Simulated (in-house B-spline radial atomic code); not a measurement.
## RPA and G0W0 on HSE06: As³⁺

Configuration [Ar] 3d10 4s2, mean-field start HSE06. Computed with an all-electron radial atomic-structure program (B-spline basis): all electrons, non-relativistic, point nucleus, each spin shell either full or empty, empty states to l = 9 with an (l + 1/2)⁻⁴ tail; G0W0 by contour deformation at full frequency.

Command:
```bash
python run_gw.py task.json out
```
Settings (radii: box in bohr, nucleus in fm):
```
Z                        33
electrons                30
configuration            [Ar] 3d10 4s2
hamiltonian              nr
method                   hse06
lmax                     9
spin_polarised           False
box_radius               14.14
intervals                51
ion_configuration        [Ar] 3d10 4s1
```

Time taken, with all properties: 3.2 s on 1 thread of AMD EPYC 7R13 Processor, with other jobs on the host.

Energies (hartree):

```json
{"term": "mean-field total", "value": "-2233.50053"}
{"term": "Hartree-Fock functional on these orbitals", "value": "-2232.20836"}
{"term": "direct second order", "value": "-2.5961"}
{"term": "second-order exchange", "value": "0.75332"}
{"term": "SOSEX correction", "value": "0.68406"}
```

(1) What is the RPA correlation energy, and what remains with SOSEX?

Quasi-particle levels (eV):

| level | occupied | mean field | Σx - vxc | Σc | QP weight | G0W0 |
| --- | --- | --- | --- | --- | --- | --- |
| 4s | yes | -44.63 | -2.83 | ? | ? | ? |
| 3d | yes | -79.76 | -12.68 | 3.68 | 0.880 | -88.76 |
| 4p | no | -32.03 | 5.13 | -1.50 | 0.954 | -28.405 |

G0W0 = mean field + (Σx - vxc) + Σc, with Σc (partial-wave tail included) taken at the quasi-particle energy. Only the outer levels were computed. Levels of low weight are left out.

(2) Where does G0W0 put 4s?

(3) What does it cost to remove one electron (to [Ar] 3d10 4s1) by differences of total energies, each species on its own start (correlation terms add to the Hartree-Fock functional)?

## Answers

(1) RPA gives -2.226 hartree (-2.02 eV per electron); RPA + SOSEX gives -1.5419, and the second-order doubles -1.8428 hartree (no singles). SOSEX takes back 31 % of the RPA value.

(2) At -49.51 eV, with Σc = -2.05 eV and a quasi-particle weight of 0.955. The tabulated removal energy is 50.15 ± 0.06 eV (NIST, measured); the calculation leaves out relativity, Breit and QED terms, and what these don't explain is the method's own error.

(3) HSE06 49.16 eV, Hartree-Fock functional 47.10 eV, + RPA 49.44 eV, + RPA + SOSEX 48.90 eV, + second order 49.84 eV. Tabulated: 50.15 ± 0.06 eV (NIST, measured); the calculation leaves out relativity, Breit and QED terms, and what these don't explain is the method's own error.
